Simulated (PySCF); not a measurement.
CH5F3Si2, SMILES [SiH](F)(F)[Si@@H](F)C.

The structure is a stationary point at PBE0-D3(BJ)/def2-SVP. The structure was generated by enumeration; whether it is a known compound was not checked. The values are those of a single conformer.

These are TDA-PBE/def2-SVPD in PySCF values and carry that method's errors.

Vertical excitations. 

Give excitation energies, oscillator strengths and character. (Estimate from the structure and the level; the computed values follow.)


```json
[
 {"state": "S1", "energy (eV)": "5.77", "λ (nm)": "215", "f": "0.026", "main pairs": "HOMO→LUMO 97 %"},
 {"state": "S2", "energy (eV)": "6.18", "λ (nm)": "201", "f": "0.038", "main pairs": "HOMO→LUMO+1 95 %"},
 {"state": "S3", "energy (eV)": "6.60", "λ (nm)": "188", "f": "0.005", "main pairs": "HOMO−1→LUMO 99 %"},
 {"state": "S4", "energy (eV)": "7.11", "λ (nm)": "174", "f": "0.041", "main pairs": "HOMO−1→LUMO+1 93 %"},
 {"state": "S5", "energy (eV)": "7.22", "λ (nm)": "172", "f": "0.004", "main pairs": "HOMO→LUMO+2 96 %"},
 {"state": "S6", "energy (eV)": "7.67", "λ (nm)": "162", "f": "0.003", "main pairs": "HOMO→LUMO+4 90 %"},
 {"state": "S7", "energy (eV)": "7.85", "λ (nm)": "158", "f": "0.087", "main pairs": "HOMO−2→LUMO 52 %, HOMO→LUMO+3 28 %, HOMO→LUMO+4 8 %"},
 {"state": "S8", "energy (eV)": "7.94", "λ (nm)": "156", "f": "0.183", "main pairs": "HOMO−2→LUMO 42 %, HOMO→LUMO+3 41 %, HOMO→LUMO+6 8 %"},
 {"state": "S9", "energy (eV)": "8.04", "λ (nm)": "154", "f": "0.019", "main pairs": "HOMO→LUMO+5 88 %"},
 {"state": "S10", "energy (eV)": "8.26", "λ (nm)": "150", "f": "0.003", "main pairs": "HOMO−2→LUMO+1 83 %"},
 {"state": "T1", "energy (eV)": "5.03", "λ (nm)": "247", "f": "0", "main pairs": "HOMO→LUMO 99 %"},
 {"state": "T2", "energy (eV)": "5.39", "λ (nm)": "230", "f": "0", "main pairs": "HOMO→LUMO+1 99 %"},
 {"state": "T3", "energy (eV)": "6.35", "λ (nm)": "195", "f": "0", "main pairs": "HOMO−1→LUMO 99 %"},
 {"state": "T4", "energy (eV)": "6.69", "λ (nm)": "185", "f": "0", "main pairs": "HOMO−1→LUMO+1 98 %"}
]
```
Triplets are in the Tamm–Dancoff approximation.
